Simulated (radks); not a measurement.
The numbers below are computed, except where a source is named.
Task: These are the eigenvalues of the occupied orbitals of an atom or ion with whole-number occupations (eV). Code: a radial shooting solver on a logarithmic mesh with Libxc functionals. Model: scalar-relativistic Kohn-Sham, MS2 meta-GGA, spin-polarised, spherical densities, finite nucleus; meta-GGA in the generalised Kohn-Sham scheme; Fermi nuclear charge, rms radius of each element as measured or else 0.836 A^(1/3) + 0.57 fm.

1s down: -17877.21
1s up: -17877.21
2s up: -2507.586
2s down: -2507.513
2p up: -2234.765
2p down: -2234.703
3s up: -438.2380
3s down: -438.2039
3p up: -348.5026
3p down: -348.4456
3d up: -203.0056
3d down: -202.8873
4s up: -83.1276
4s down: -82.5315
4p up: -60.2144
4p down: -59.4014
4d up: -28.2451

Which element is it, and in what charge state? The configuration may be excited. Open shells, if any, are filled with parallel spins first.

Result: Z = 40, zirconium, charge +3: Zr3+ in [Kr] 4d1. The list shows which subshells hold electrons but not how many an open one holds; the 1s level, -656.98 hartree, gives Z - s = 36.2 by -(Z - s)^2/2, which with screening and relativity narrows Z to a few neighbours, and the depths of the outer levels then fix element, charge and occupations together.
